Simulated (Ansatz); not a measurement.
A nudged elastic band was laid between two geometries of CH4FPSSi (9 atoms, charge 0, multiplicity 1).

Method: RKS PBE0/def2-SVP (Ansatz 0.2.0).

- movable images: 9
- climbing image: yes
- spring: 5.0 eV/Å²
- optimiser: quadratic models (default)
- start path: through a guess of the saddle point
- force threshold: 0.05 eV/Å
- iteration limit: 60
- end points: relaxed

Initial state:

```xyz
9
Properties=species:S:1:pos:R:3
C -0.122 -1.232 -0.475
Si 0.597 0.265 0.344
F 1.867 -0.203 1.242
P -0.530 2.012 1.094
S 0.808 2.070 -0.693
H 0.633 -1.700 -1.126
H -0.432 -1.973 0.278
H -0.991 -0.950 -1.086
H -1.743 1.664 0.405
```

Final state:

```xyz
9
Properties=species:S:1:pos:R:3
C -0.196 -1.234 -0.332
Si 0.469 0.171 0.690
F 2.061 -0.146 0.827
P -0.526 1.673 1.794
S 0.171 2.178 -0.302
H 0.451 -1.429 -1.201
H -0.216 -2.148 0.282
H -1.222 -1.025 -0.667
H -0.903 1.914 -1.108
```

**Question.** What changes between the two ends?

**Answer.** Bonds broken: P4–H9. Bonds formed: S5–H9.

**Question.** What energy profile does the band end with?

**Answer.** The forces met the threshold. The highest image is number 6 of 0 to 10, 192.0 kJ/mol above the first end and 69.6 kJ/mol above the last; the last end lies 122.4 kJ/mol above the first. A vibrational analysis at the climbing image gives one clearly imaginary mode, 809i cm⁻¹: a first-order saddle point. The orbitals stay closed-shell, which can raise the energy where a bond breaks towards radicals; this wasn't checked here.

```tsv
image	path coordinate (Å)	energy (kJ/mol)	P4–H9 (Å)	S5–H9 (Å)
0	0.00	0.0	1.44	2.81
1	0.28	0.5	1.44	2.79
2	0.56	10.2	1.42	2.60
3	0.84	46.3	1.41	2.31
4	1.12	105.5	1.45	2.01
5	1.40	168.1	1.59	1.70
6	1.68	192.0	1.87	1.45
7	1.97	178.6	2.21	1.36
8	2.25	150.2	2.51	1.34
9	2.54	126.7	2.79	1.36
10	2.83	122.4	2.94	1.37
```

**Question.** What is the geometry of the highest image?

**Answer.** 
```xyz
9
Properties=species:S:1:pos:R:3:forces:R:3
C -0.160 -1.260 -0.415 0.00 0.00 0.02
Si 0.425 0.222 0.534 0.01 0.00 -0.02
F 1.948 -0.096 1.003 -0.01 0.00 -0.01
P -0.698 1.745 1.556 0.00 0.00 0.00
S 0.402 2.127 -0.607 -0.01 -0.01 0.00
H 0.565 -1.527 -1.198 0.01 0.00 0.00
H -0.261 -2.121 0.265 -0.01 0.00 0.00
H -1.139 -1.061 -0.873 0.00 0.00 0.00
H -0.994 1.925 -0.282 0.01 0.01 0.01
```

**Question.** What are the harmonic wavenumbers there?

**Answer.** 809i, 130, 137, 193, 224, 246, 293, 466, 500, 669, 761, 779, 801, 917, 1264, 1416, 1419, 1973, 3064, 3168, 3189 cm⁻¹.

Time of the run: 2.8 min on 2 threads of Arm Neoverse V1, with other jobs on the host, peak memory 0.23 GiB.
